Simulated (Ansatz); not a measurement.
Geometry optimisation, RKS revPBE-D4/def2-SVP (Ansatz 0.2.0).

Input:

```yaml
crystal:
  periodic: [false, false, false]
  atoms:
    - { symbol: Zn, position_ang: [-0.3049, -0.1238, 0.1022] }
    - { symbol: F, position_ang: [1.5009, 0.2684, 1.1589] }
    - { symbol: C, position_ang: [-0.1193, -1.1458, -1.6019] }
    - { symbol: H, position_ang: [0.8855, 0.8646, 1.9962] }
    - { symbol: Se, position_ang: [-0.9859, 1.4347, 2.3628] }
    - { symbol: H, position_ang: [-0.6548, -2.0861, -1.568] }
    - { symbol: H, position_ang: [-0.4723, -0.571, -2.4489] }
    - { symbol: H, position_ang: [0.9397, -1.3388, -1.7152] }
    - { symbol: H, position_ang: [-0.789, 2.6978, 1.714] }
basis:
  gaussian: { orbitals: def2-SVP }
hamiltonian:
  xc: revpbe
  dispersion: d4
relax:
  f_tol: 0.15
  max_steps: 25
  restrain:
    - { distance: [0, 4], at: 3.72, k: 30.0 }
    - { distance: [3, 1], at: 2.18, k: 30.0 }
    - { distance: [0, 1], at: 1.79, k: 30.0 }
    - { distance: [3, 4], at: 1.51, k: 30.0 }
```

Launched with:

```bash
$ ansatz run input.yaml --threads 2 --pin off --max-ram 3072MiB --backend cpu --events-out ev --progress --plain --runs-dir out
```

**Question.** Where does it end, and by what steps?

**Answer.** The forces met the threshold. The restraints hold the end off the free minimum. After 10 steps the energy has fallen by 0.258 eV (the restraints' own energy left out); Zn1 moved furthest, 1.20 Å. Parted: Zn1–Se5. Joined: H4–Se5.

```json
{"step": "0", "energy less start (eV)": "0.0000", "largest force component (eV/Å)": "1.824", "accepted": "yes"}
{"step": "1", "energy less start (eV)": "0.4223", "largest force component (eV/Å)": "2.145", "accepted": "yes"}
{"step": "2", "energy less start (eV)": "0.4921", "largest force component (eV/Å)": "2.978", "accepted": "yes"}
{"step": "3", "energy less start (eV)": "0.4459", "largest force component (eV/Å)": "2.457", "accepted": "yes"}
{"step": "4", "energy less start (eV)": "0.1188", "largest force component (eV/Å)": "0.912", "accepted": "yes"}
{"step": "5", "energy less start (eV)": "-0.0679", "largest force component (eV/Å)": "0.579", "accepted": "yes"}
{"step": "6", "energy less start (eV)": "-0.1829", "largest force component (eV/Å)": "0.412", "accepted": "yes"}
{"step": "7", "energy less start (eV)": "-0.2387", "largest force component (eV/Å)": "0.259", "accepted": "yes"}
{"step": "8", "energy less start (eV)": "-0.2470", "largest force component (eV/Å)": "0.252", "accepted": "yes"}
{"step": "9", "energy less start (eV)": "-0.2390", "largest force component (eV/Å)": "0.359", "accepted": "no"}
{"step": "10", "energy less start (eV)": "-0.2576", "largest force component (eV/Å)": "0.254", "accepted": "yes"}
```

```xyz
9
Properties=species:S:1:pos:R:3
Zn 0.835 -0.432 -0.111
F 1.861 0.141 1.238
C -0.101 -1.160 -1.646
H 0.296 1.134 2.375
Se -1.162 1.488 2.363
H -0.836 -1.927 -1.326
H -0.641 -0.363 -2.196
H 0.625 -1.636 -2.339
H -0.876 2.756 1.644
```

Run time: 29 s on 2 threads of Arm Neoverse V1 (shared host), peak memory 0.16 GiB.
